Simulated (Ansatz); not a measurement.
Geometry optimisation, Ansatz 0.2.0, RKS PBE0-D4/def2-SVP.

Input:

```yaml
crystal:
  periodic: [false, false, false]
  atoms:
    - { symbol: Ta, position_ang: [0.0, 0.0, 0.0] }
    - { symbol: F, position_ang: [2.28, 0.0, 0.0] }
    - { symbol: Cl, position_ang: [0.0, 0.0, 2.47] }
    - { symbol: O, position_ang: [0.0, 0.0, -2.02] }
    - { symbol: H, position_ang: [-0.6343, -0.71, -2.3571] }
    - { symbol: Cl, position_ang: [-1.235, 2.139, 0.0] }
    - { symbol: Cl, position_ang: [-1.235, -2.139, 0.0] }
    - { symbol: O, position_ang: [0.7315, -1.8635, 1.1725] }
    - { symbol: H, position_ang: [0.1654, -2.662, 0.9237] }
    - { symbol: H, position_ang: [1.9139, -1.1026, 0.6938] }
basis:
  gaussian: { orbitals: def2-SVP }
hamiltonian:
  xc: pbe0
  dispersion: d4
relax:
  f_tol: 0.15
  max_steps: 25
  restrain:
    - { distance: [0, 7], at: 3.22, k: 30.0 }
    - { distance: [9, 1], at: 2.12, k: 30.0 }
    - { distance: [0, 1], at: 1.93, k: 30.0 }
    - { distance: [9, 7], at: 1.01, k: 30.0 }
output:
  orbitals: {}
```

Command:

```bash
$ ansatz run input.yaml --threads 4 --pin off --max-ram 5120MiB --backend cpu --events-out ev --progress --plain --runs-dir out
```

Where does it end, and by what steps?

The forces met the threshold. The restraints hold the end off the free minimum. After 14 steps the energy has fallen by 5.872 eV (the restraints' own energy left out); H9 moved furthest, 1.50 Å. Parted: Ta1–O8, Ta1–H10. Joined: O8–H10.

| step | energy less start (eV) | largest force component (eV/Å) | accepted |
| --- | --- | --- | --- |
| 0 | 0.0000 | 4.674 | yes |
| 1 | -1.1037 | 3.799 | yes |
| 2 | -2.4629 | 3.592 | yes |
| 3 | -3.8378 | 2.995 | yes |
| 4 | -4.9382 | 2.131 | yes |
| 5 | -5.1923 | 1.609 | yes |
| 6 | -5.4753 | 1.003 | yes |
| 7 | -5.6171 | 1.080 | yes |
| 8 | -5.6833 | 1.211 | yes |
| 9 | -5.7287 | 1.810 | yes |
| 10 | -5.8106 | 0.848 | yes |
| 11 | -5.8238 | 0.872 | yes |
| 12 | -5.8332 | 1.435 | yes |
| 13 | -5.8656 | 1.064 | yes |
| 14 | -5.8720 | 0.879 | yes |

```xyz
10
Properties=species:S:1:pos:R:3
Ta -0.307 0.253 0.117
F 1.596 0.213 0.280
Cl -0.323 0.463 2.436
O -0.114 -0.380 -1.639
H -0.312 -1.014 -2.333
Cl -1.031 2.347 -0.368
Cl -2.171 -1.114 0.300
O 1.248 -2.418 0.958
H 1.424 -2.930 0.163
H 1.976 -1.757 0.969
```

Time of the run: 24 s on 4 threads of AMD EPYC 9R45 96-Core Processor (Zen 5), on a shared host, peak memory 0.49 GiB.
